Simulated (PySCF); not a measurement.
A species of formula C7H11ClO has this rotational fingerprint, computed with PBE0/pcSseg-1 in PySCF (dipole) on a GFN2-xTB geometry, gas phase:

| Property | Result |
| --- | --- |
| Rotational constants | A = 3136, B = 737.0, C = 690.6 MHz |
| Dipole components | \|μa\| = 0.29 D, \|μb\| = 0.09 D, \|μc\| = 2.58 D |
| Inertial defect | -115.12 u·Å² |
| κ | -0.96 |

Problem. Which structure is it? (One computed conformer of each.)
A. `[OH:1][CH2:2][C@H:3]1[CH2:4][CH2:5][CH2:6]/[C:7]1=[CH:8]/[Cl:9]` with H–O1–C2–C3 -64°, O1–C2–C3–C4 -61°, C2–C3–C4–C5 142°, C3–C4–C5–C6 -37°, C4–C5–C6–C7 38°, C5–C6–C7–C8 151°
B. `[O:1]=[C:2]([Cl:3])[CH:4]1[CH2:5][CH2:6][CH2:7][CH2:8][CH2:9]1` with O1–C2–C4–C5 122°, C2–C4–C5–C6 -68°, C4–C5–C6–C7 -59°, C5–C6–C7–C8 59°, C6–C7–C8–C9 -57° (cyclohexanecarbonyl chloride)
C. `[CH2:1]=[CH:2][C@H:3]([CH2:4][CH3:5])[CH2:6][C:7](=[O:8])[Cl:9]` with C1–C2–C3–C4 -123°, C2–C3–C4–C5 64°, C2–C3–C6–C7 -165°, C3–C6–C7–O8 14°
D. `[CH3:1][C:2]([CH3:3])([CH3:4])/[CH:5]=[CH:6]/[C:7](=[O:8])[Cl:9]` with C5–C6–C7–O8 0°
E. `[Cl:1][C@@H:2]1[CH2:3][CH2:4][C@@H:5]([C@H:6]2[CH2:7][O:8]2)[CH2:9]1` with C4–C5–C6–C7 -153°, Cl1–C2–C3–C4 -78°, C2–C3–C4–C5 -26°, C3–C4–C5–C6 -118°, C5–C6–C7–O8 106°
F. `[CH3:1][C:2]1([C:3](=[O:4])[Cl:5])[CH2:6][CH2:7][CH2:8][CH2:9]1` with C1–C2–C3–O4 120°, C1–C2–C6–C7 119°, C2–C6–C7–C8 27°, C6–C7–C8–C9 -41°, C7–C8–C9–C2 40°

Solution. E. It is Cl[C@@H]1CC[C@@H]([C@H]2CO2)C1, a near-prolate asymmetric top, point group C1. The candidates at the same level (rigid rotor, commonest isotopes):

```
                        SMILES  A (MHz)  B (MHz)  C (MHz)  μa (D)  μb (D)  μc (D)  Δ (u·Å²)  point group                        rotor
             CC1(C(=O)Cl)CCCC1     2295    988.7    968.8    2.39    1.81    0.80   -209.71           C1  near-prolate asymmetric top
               O=C(Cl)C1CCCCC1     2433    997.7    862.3    2.22    1.20    1.65   -128.12           C1               asymmetric top
Cl[C@@H]1CC[C@@H]([C@H]2CO2)C1     3136    737.0    690.6    0.29    0.09    2.58   -115.12           C1  near-prolate asymmetric top
          CC(C)(C)/C=C/C(=O)Cl     2866    589.2    547.1    4.30    1.33    0.00   -110.23           Cs  near-prolate asymmetric top
           OC[C@H]1CCC/C1=C/Cl     1917     1038    804.0    0.85    1.70    0.07   -122.06           C1               asymmetric top
          C=C[C@H](CC)CC(=O)Cl     2315    670.3    584.8    2.23    1.23    1.26   -108.16           C1  near-prolate asymmetric top
```

`C=C[C@H](CC)CC(=O)Cl` has A 26 % too low; `OC[C@H]1CCC/C1=C/Cl` has B 41 % too high; `CC1(C(=O)Cl)CCCC1` has C 40 % too high; `O=C(Cl)C1CCCCC1` has B 35 % too high; `CC(C)(C)/C=C/C(=O)Cl` has C 21 % too low. No structure here is proved a minimum.
